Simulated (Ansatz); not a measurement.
The same path of GeH4OSSn (8 atoms, charge 0, multiplicity 1) was run twice with different band settings. Lost on the way: Ge2–S3, Ge2–H6. Made: S3–H6.

Level of theory: RHF/def2-mTZVP in Ansatz.

Relaxed end points:

```xyz
8
Properties=species:S:1:pos:R:3
O -0.062 -0.367 1.098
Ge 0.674 1.150 0.583
S 0.258 0.791 -1.611
Sn -0.669 -1.203 -0.586
H 2.170 1.210 0.899
H -0.065 2.372 1.131
H 0.149 -2.657 -0.916
H -2.362 -1.353 -0.655
```

```xyz
8
Properties=species:S:1:pos:R:3
O 0.103 -0.213 1.408
Ge 1.602 0.232 2.204
S -0.431 1.396 -1.711
Sn -0.548 -0.615 -0.385
H 2.577 0.040 0.933
H -1.533 1.962 -1.203
H 0.487 -1.757 -1.103
H -2.166 -1.102 -0.197
```

Common settings: movable images 7; climbing image yes; optimiser quadratic models (default); start path through a guess of the saddle point; force threshold 0.05 eV/Å; end points relaxed.

| run | spring | iteration limit |
| --- | --- | --- |
| 1 | 5.0 eV/Å² | 59 |
| 2 | 2.0 to 10.0 eV/Å², energy-weighted | 60 |

**Question.** What does each run give, and how far can it be trusted?

**Answer.** Run 1: converged after 16 iterations, highest image 3.023 eV above the first end. Neighbouring images differ by up to 1.5 eV, so the band resolves the path poorly. A vibrational analysis at the climbing image gives one clearly imaginary mode, 1517i cm⁻¹: a first-order saddle point.
Run 2: converged after 13 iterations, highest image 3.023 eV above the first end. Neighbouring images differ by up to 1.3 eV, so the band resolves the path poorly. Another band between the same ends (7 images) ends at a top of the same energy, where a vibrational analysis finds 1 clearly imaginary mode.
The orbitals stay closed-shell, which can raise the energy where a bond breaks towards radicals; this wasn't checked here.
